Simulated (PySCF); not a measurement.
Si(CF3)(Cl)2(H) (CHCl2F3Si), SMILES FC(F)(F)[SiH](Cl)Cl. The structure is a stationary point at ωB97X-D3(BJ)/def2-SVP.

Computed equilibrium geometry at ωB97X-D3(BJ)/def2-SVP (PySCF confirms it by a frequency run) as a Z-matrix, and its point group:
point group Cs.
```
Si
H 1 1.4747
C 1 1.9227 2 109.53
F 3 1.3399 1 112.63 2 -180.00
F 3 1.3457 4 107.83 1 122.08
F 3 1.3457 4 107.83 5 115.85
Cl 1 2.0389 2 110.82 3 -118.34
Cl 1 2.0389 2 110.82 3 118.34
```
